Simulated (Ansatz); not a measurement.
```yaml
crystal:
  periodic: [false, false, false]
  atoms:
    - {symbol: C, position_ang: [-1.328443, 0.285374, -0.904880]}
    - {symbol: Sc, position_ang: [0.592261, -0.549465, -0.249654]}
    - {symbol: N, position_ang: [1.325181, 0.078175, 1.471831]}
    - {symbol: F, position_ang: [1.498111, -1.791050, -1.281643]}
    - {symbol: H, position_ang: [-1.758787, -0.213886, -1.780573]}
    - {symbol: H, position_ang: [-2.079490, 0.237530, -0.104213]}
    - {symbol: H, position_ang: [-1.229453, 1.349195, -1.163609]}
    - {symbol: H, position_ang: [0.876768, 0.754187, 2.079774]}
    - {symbol: H, position_ang: [2.192355, -0.196260, 1.915967]}
basis:
  gaussian: {orbitals: "6-31G*", fitting: {mean_field: cc-pVTZ-jkfit}}
magnetization: {spin_polarized: true, initial_magnetization: 1}
hamiltonian: {xc: {name: RPBE}, dispersion: d4}
accuracy: high
```

```sh
$ ansatz run in.yaml --threads 4 --pin off --events-out ev --progress --plain --max-ram 10444MiB
```

Question: How does Ansatz answer? (Estimate.)

Answer: The calculation gave: The program refused the input.
```
Error: a molecule whose nuclei and cores have a total charge of 48 cannot have a net charge of 0 together with 1 unpaired electrons
```
